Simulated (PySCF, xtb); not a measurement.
C₂H₂N₃, SMILES n1c[nH]n[c]1, multiplicity 2.

Harmonic wavenumbers (cm⁻¹) from GFN2-xTB (xtb) at its own minimum, in rising order: 588, 630, 638, 799, 859, 932, 1029, 1068, 1168, 1295, 1334, 1365, 1470, 3174, 3416.

**Question.** What does B3LYP-D3(BJ)/def2-SVP run with PySCF 2.14.0 give at its own minimum? (An estimate is asked for; the answer gives what the named calculation found.)

**Answer.** 588, 669, 680, 851, 934, 984, 1066, 1141, 1251, 1312, 1372, 1459, 1513, 3249, 3628. Paired by order, the mean absolute difference is 62 cm⁻¹ and the zero-point energies are 28.3 and 29.6 kcal/mol.
